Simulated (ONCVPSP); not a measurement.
# u(r) = r·R(r): atom against pseudo-atom (copper)

Columns: radius, all-electron u(r) and pseudo u(r) of the 3d shell (level -5.04 eV) of copper in the configuration [Ne] 3s2 3p6 3d10 4s1; PBE, scalar-relativistic, ONCV scheme, ONCVPSP 4.0.1.

```
r (bohr)  all-electron  pseudo
   0.070        0.0456  0.0051
   0.140        0.2062  0.0344
   0.210        0.4151  0.0934
   0.280        0.6109  0.1845
   0.350        0.7657  0.3219
   0.420        0.8736  0.5086
   0.490        0.9383  0.7108
   0.560        0.9677  0.8859
   0.630        0.9704  1.0235
   0.700        0.9546  1.1328
   0.770        0.9266  1.1927
   0.840        0.8910  1.1576
   0.910        0.8514  1.0298
   0.980        0.8099  0.8805
   1.050        0.7680  0.7795
   1.120        0.7269  0.7270
   1.190        0.6871  0.6870
   1.260        0.6489  0.6488
   1.330        0.6127  0.6126
   1.400        0.5784  0.5783
   1.470        0.5460  0.5459
   1.540        0.5156  0.5155
   1.610        0.4870  0.4870
   1.680        0.4602  0.4602
   1.750        0.4351  0.4351
   1.820        0.4116  0.4115
```

Task: How many radial nodes do the two functions have?

Result: The all-electron 3d function has n − l − 1 = 0; the pseudo-wave has 0.

Task: At about which radius was the pseudo-wave matched?

Result: 1.15 bohr, where the columns begin to agree (steps of 0.07 bohr).

Task: Where does each function peak?

Result: Outermost all-electron maximum near 0.63 bohr, pseudo maximum near 0.77 bohr (to the table’s step).

Task: Is the pseudo-wave norm-conserving?

Result: Yes: the ONCV scheme keeps the norm inside the radius equal to the all-electron one, which fixes the energy derivative of the logarithmic derivative at the level.
